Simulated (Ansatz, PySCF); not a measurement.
ScF₂, SMILES [F][Sc+][F], charge +1. Atoms are numbered in the order given.

```xyz
3

Sc     0.0000     0.0000     0.4398
F      0.0000    -1.4755    -0.5131
F      0.0000     1.4755    -0.5131
```
Charge +1, spin multiplicity 1.

Geometry optimised at PBE0-D3(BJ)/def2-TZVP. The spin state was assumed, not searched. The isomer is the one that the SMILES or the coordinates give; other isomers of the formula were not compared.

Vertical ionisation energy (IE) and electron affinity (EA) in eV. Rows of orbital energies are one-electron estimates. Where ΔSCF, EOM or ADC give a negative EA the extra electron is unbound and the value depends on the basis.

```json
[
 {"level": "−ε(HOMO), −ε(LUMO), ωB97X/def2-TZVPD (PySCF)", "IE": "19.89", "EA": "6.41"},
 {"level": "−ε(HOMO), −ε(LUMO), PBE/def2-TZVPD (PySCF)", "IE": "15.57", "EA": "10.01"},
 {"level": "ΔSCF, CAM-B3LYP/def2-TZVPD (Ansatz), final states of multiplicity 2 and 2", "IE": "20.59", "EA": "7.03"},
 {"level": "ΔSCF, PBE/def2-TZVPD (Ansatz), final states of multiplicity 2 and 2", "IE": "19.96", "EA": "6.76"}
]
```

Problem. What vertical singlet–triplet gap does ΔSCF give with CAM-B3LYP/def2-TZVPD (Ansatz, an electronic-structure program) and with PBE/def2-TZVPD (Ansatz)? (An estimate is asked for; the answer gives what the named calculation found.)

Solution. 6.72 and 6.36 eV (triplet above singlet where positive).
